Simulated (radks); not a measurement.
Results of a calculation; reference values are marked as such.
Ba II, 55 electrons, occupied as [Xe] 6s1. Level of theory: non-relativistic Kohn-Sham, PBE, spin-polarised, spherical densities, point nucleus; open shells are filled with parallel spins first (spin-orbit coupling, left out, can overturn this in heavy ions); relativity is left out, which matters for an element this heavy (a radial shooting solver on a logarithmic mesh with Libxc functionals).

Local quantities along the radius. ELF = 1/(1 + alpha^2) is the electron localisation function; alpha = (tau - tau_W)/tau_unif compares the Pauli kinetic energy density with that of the uniform gas (summed over spins).

r (bohr)	ELF	alpha
0.001421	1.000	0.02180
0.001925	0.999	0.02352
0.00261	0.999	0.02608
0.003565	0.999	0.03014
0.004832	0.999	0.03652
0.006548	0.998	0.04742
0.008946	0.995	0.06829
0.01212	0.988	0.1103
0.01643	0.959	0.2074
0.02245	0.823	0.4634
0.03042	0.489	1.023
0.04123	0.319	1.462
0.05633	0.508	0.9850
0.07634	0.726	0.6147
0.1035	0.647	0.7393
0.1413	0.353	1.353
0.1916	0.515	0.9703
0.2596	0.754	0.5705
0.3547	0.466	1.070
0.4807	0.245	1.755
0.6567	0.759	0.5641
0.89	0.624	0.7766
1.206	0.242	1.768
1.648	0.670	0.7019
2.233	0.758	0.5647
3.027	0.236	1.799
4.135	0.426	1.160
5.604	0.976	0.1581
7.595	0.999	0.02449
10.38	1.000	0.004533

On this mesh the ELF has minima near r = 0.041, 0.14, 0.41, 1.2, 3.5 bohr, which separate the shells, and maxima near 0.089 (0.73), 0.26 (0.75), 0.76 (0.76), 1.9 (0.80).
